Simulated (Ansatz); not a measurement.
Start from `CCC` and change one atom or group to get `C[CH2][GeH3]`.

Ansatz, PBE0-D4/def2-TZVP geometries, multiplicity 1. 

Scalar relativity is left out up to krypton.

```tsv
property	`CCC`
HOMO energy (PBE0/def2-TZVPP) / eV	-9.11
HOMO energy (PBE/def2-TZVPP) / eV	-7.70
LUMO energy (PBE0/def2-TZVPP) / eV	1.31
HOMO–LUMO gap (PBE/def2-TZVPP) / eV	8.22
LUMO energy (B3LYP/def2-TZVPP) / eV	0.96
size of the dipole moment (B3LYP/def2-TZVPP) / D	0.09
```

(1) Give the same properties after the change, and the shifts. (Estimate.)

Answers

(1) Ansatz gave: 
```json
{"property": "HOMO energy (PBE0/def2-TZVPP) / eV", "`C[CH2][GeH3]`": "-8.28", "shift": "0.83"}
{"property": "HOMO energy (PBE/def2-TZVPP) / eV", "`C[CH2][GeH3]`": "-7.06", "shift": "0.64"}
{"property": "LUMO energy (PBE0/def2-TZVPP) / eV", "`C[CH2][GeH3]`": "0.83", "shift": "-0.48"}
{"property": "HOMO–LUMO gap (PBE/def2-TZVPP) / eV", "`C[CH2][GeH3]`": "7.10", "shift": "-1.12"}
{"property": "LUMO energy (B3LYP/def2-TZVPP) / eV", "`C[CH2][GeH3]`": "0.53", "shift": "-0.43"}
{"property": "size of the dipole moment (B3LYP/def2-TZVPP) / D", "`C[CH2][GeH3]`": "0.86", "shift": "0.77"}
```

With PBE0 the HOMO rises by 0.83 eV and the LUMO falls by 0.48 eV, so the gap narrows by about 1.31 eV. PBE moves the HOMO by 0.64 eV and ωB97M-V by 0.98 eV. Dipoles are sizes alone; their direction can turn.

B3LYP here is the variant with VWN-RPA as its local correlation; programs differ in this.
